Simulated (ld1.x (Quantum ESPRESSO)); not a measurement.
How hard is this phosphorus (P) RRKJ potential?

```json
{"Element": "phosphorus (P)", "Generator": "ld1.x (Quantum ESPRESSO) 7.5", "Type": "norm-conserving RRKJ (Kleinman–Bylander form)", "Functional": "LDA (PZ)", "Relativity": "scalar-relativistic", "Frozen core": "[Ne]", "Valence charge": "5", "Reference configuration": "3s2 3p2.5 (charge +0.5)", "Partial waves": "3p (bound): rc 1.40 bohr; 3d channel at 0.25 Ry: rc 1.20 bohr; 3s (bound): rc 1.45 bohr", "Local potential": "the s channel", "Core correction": "a·sin(br)/r model core inside 0.60 bohr", "rho0": "0.001"}
```

The pseudo-atom Hamiltonian at the reference potential is diagonalised in spherical Bessel functions j_l(qr) that vanish at 20 bohr, with q² up to the cutoff. All-electron valence levels (Ry): 3p -0.7170, 3s -1.3576.

Question: How do the lowest levels (Ry) of each channel move with the cutoff, and are there ghosts?

Answer:

| cutoff (Ry) | p #1 | p #2 | d #1 | s #1 | s #2 | f #1 | Σ f·Δε (mRy) |
| --- | --- | --- | --- | --- | --- | --- | --- |
| 8 | -0.7116 | -0.0825 | -0.0532 | -1.2711 | -0.1669 | 0.0379 | 186.6 |
| 10 | -0.7152 | -0.0830 | -0.0548 | -1.3053 | -0.1713 | 0.0379 | 109.3 |
| 15 | -0.7158 | -0.0832 | -0.0573 | -1.3439 | -0.1768 | 0.0379 | 30.3 |
| 18 | -0.7159 | -0.0832 | -0.0588 | -1.3519 | -0.1781 | 0.0379 | 14.0 |
| 21 | -0.7160 | -0.0832 | -0.0597 | -1.3529 | -0.1783 | 0.0379 | 12.0 |
| 30 | -0.7161 | -0.0832 | -0.0616 | -1.3535 | -0.1783 | 0.0379 | 10.6 |
| 35 | -0.7163 | -0.0832 | -0.0626 | -1.3548 | -0.1785 | 0.0379 | 7.3 |
| 40 | -0.7165 | -0.0832 | -0.0633 | -1.3562 | -0.1786 | 0.0379 | 4.0 |
| 45 | -0.7168 | -0.0832 | -0.0636 | -1.3569 | -0.1787 | 0.0379 | 2.0 |
| 55 | -0.7170 | -0.0833 | -0.0642 | -1.3574 | -0.1788 | 0.0379 | 0.4 |
| 60 | -0.7170 | -0.0833 | -0.0643 | -1.3574 | -0.1788 | 0.0379 | 0.4 |
| 400 | -0.7170 | -0.0833 | -0.0644 | -1.3576 | -0.1788 | 0.0379 | 0.0 |

Result: no extra level below or beside the all-electron valence levels (p, d, s, f tested); 10 mRy is reached at 35 Ry and 1 mRy at 50 Ry.
